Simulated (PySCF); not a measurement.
## Sn: excitation energy

Sn [Kr] 4d10 5s2 5p2 (3P) → Sn [Kr] 4d10 5s2 5p1 5d1 (high-spin determinant), as a difference of total energies. All numbers are calculated (PySCF 2.14, scalar relativity by spin-free X2C-1e, in x2c-TZVPPall with one added diffuse shell each of s, p, d, f type (9s7p5d3f, 76 functions)). Correlated levels: valence: [Kr] 4d10 frozen. The calculations carry no spin-orbit coupling.

| method | excitation energy (eV) |
| --- | --- |
| UHF | 5.517 |
| MP2 (valence) | 5.583 |
| SCS-MP2 (valence) | 5.564 |
| CCSD (valence) | 5.407 |
| CCSD(T) (valence) | 5.318 |

Problem. How much does correlation contribute at CCSD(T) (valence)?

Solution. 5.318 − (5.517) = -0.199 eV, measured against UHF.

The promoted electron is Rydberg-like, and one or two diffuse shells describe it only roughly, which tends to raise the upper state.

The coupled-cluster amplitudes are large for the upper state (T1 above 0.03 or a double amplitude above 0.15), so a single reference is strained.

The determinant of the upper state mixes LS terms, which raises its energy above the lowest term, most at the Hartree-Fock and MP2 levels.
